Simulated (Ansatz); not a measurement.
**Cost against result**

Saddle point of SiNH$_{5}$Cl$_{2}$, singlet (SiNH₃Cl₂ ([NH2][SiH]([Cl])[Cl]) + H₂ → SiH₂Cl₂ ([Cl][SiH2][Cl]) + NH₃; bonds formed: Si1–H7, N2–H6; bonds broken: Si1–N2, H6–H7), PBE0-D4/def2-TZVP structure:

```tsv
atom	x (Å)	y (Å)	z (Å)
Si1	-0.5971	0.3043	0.3091
N2	0.7310	-0.5895	-0.6014
Cl3	-1.9580	0.4539	-1.3138
Cl4	-0.2597	2.3031	0.6335
H5	-1.4382	-0.5309	1.1805
H6	1.0471	-0.5519	0.5977
H7	0.6868	-0.0202	1.5018
H8	0.4575	-1.3907	-1.1612
H9	1.3306	0.0218	-1.1462
```

Barriers are electronic and count from the start structure reached by relaxing down the imaginary mode.

Computed with Ansatz 0.2.0 (basis: as named in each row); correlated methods freeze the cores. B3LYP uses VWN-RPA correlation. Extrapolation: Hartree–Fock as exp(−7.88 √X), correlation as X^−2.97.

Times are rough, for one single point on 4 threads of a shared host (Arm Neoverse V1).

The estimate by CCSD(T) at an estimated basis limit (MP2 extrapolated from triple and quadruple zeta, plus CCSD(T) − MP2 in triple zeta) is 2.181 eV.

```json
{"method": "HF", "basis": "STO-3G", "time (s)": "under 1", "barrier (eV)": "3.421", "method less estimate": "1.239"}
{"method": "PBE-D4", "basis": "STO-3G", "time (s)": "under 1", "barrier (eV)": "1.874", "method less estimate": "-0.307"}
{"method": "SPW92", "basis": "def2-SVP", "time (s)": "under 1", "barrier (eV)": "1.314", "method less estimate": "-0.867"}
{"method": "B3LYP-D4", "basis": "6-31G", "time (s)": "under 1", "barrier (eV)": "2.101", "method less estimate": "-0.080"}
{"method": "PBE-D4", "basis": "def2-SVP", "time (s)": "under 1", "barrier (eV)": "1.676", "method less estimate": "-0.506"}
{"method": "PBE0-D4", "basis": "def2-SVP", "time (s)": "1", "barrier (eV)": "1.820", "method less estimate": "-0.361"}
{"method": "SPW92", "basis": "def2-TZVPP", "time (s)": "1", "barrier (eV)": "1.402", "method less estimate": "-0.780"}
{"method": "PBE-D4", "basis": "def2-TZVPP", "time (s)": "2", "barrier (eV)": "1.782", "method less estimate": "-0.399"}
{"method": "BLYP-D4", "basis": "def2-TZVPP", "time (s)": "2", "barrier (eV)": "2.049", "method less estimate": "-0.132"}
{"method": "CCSD(T)", "basis": "def2-SVP", "time (s)": "2", "barrier (eV)": "2.210", "method less estimate": "0.028"}
{"method": "B3LYP-D4", "basis": "def2-TZVPP", "time (s)": "3", "barrier (eV)": "2.127", "method less estimate": "-0.055"}
{"method": "BHLYP-D4", "basis": "def2-TZVPP", "time (s)": "3", "barrier (eV)": "2.289", "method less estimate": "0.108"}
{"method": "PBE0-D4", "basis": "def2-TZVPP", "time (s)": "3", "barrier (eV)": "1.912", "method less estimate": "-0.269"}
{"method": "CAM-B3LYP-D4", "basis": "def2-TZVPP", "time (s)": "3", "barrier (eV)": "2.147", "method less estimate": "-0.035"}
{"method": "RPA on PBE", "basis": "def2-TZVPP", "time (s)": "4", "barrier (eV)": "2.188", "method less estimate": "0.006"}
{"method": "r2SCAN-D4", "basis": "def2-TZVPP", "time (s)": "5", "barrier (eV)": "1.944", "method less estimate": "-0.237"}
{"method": "wB97M-V", "basis": "def2-SVP", "time (s)": "5", "barrier (eV)": "1.947", "method less estimate": "-0.234"}
{"method": "B2PLYP", "basis": "def2-TZVPP", "time (s)": "5", "barrier (eV)": "2.197", "method less estimate": "0.016"}
{"method": "r2SCAN0-D4", "basis": "def2-TZVPP", "time (s)": "6", "barrier (eV)": "2.024", "method less estimate": "-0.158"}
{"method": "PBE-QIDH", "basis": "def2-TZVPP", "time (s)": "6", "barrier (eV)": "2.067", "method less estimate": "-0.114"}
{"method": "wB97X-V", "basis": "def2-TZVPP", "time (s)": "8", "barrier (eV)": "2.120", "method less estimate": "-0.061"}
{"method": "B97M-V", "basis": "def2-TZVPP", "time (s)": "8", "barrier (eV)": "2.015", "method less estimate": "-0.167"}
{"method": "wB97M-V", "basis": "def2-TZVPP", "time (s)": "9", "barrier (eV)": "2.098", "method less estimate": "-0.084"}
{"method": "MP2", "basis": "def2-QZVPP", "time (s)": "18", "barrier (eV)": "2.184", "method less estimate": "0.002"}
{"method": "CCSD(T)", "basis": "def2-TZVPP", "time (s)": "90", "barrier (eV)": "2.191", "method less estimate": "0.009"}
```

All methods are single points on the PBE0-D4 structures.

T1 diagnostic: at most 0.010.

Labels in which every atom is bracketed show which atoms are joined, not bond orders.
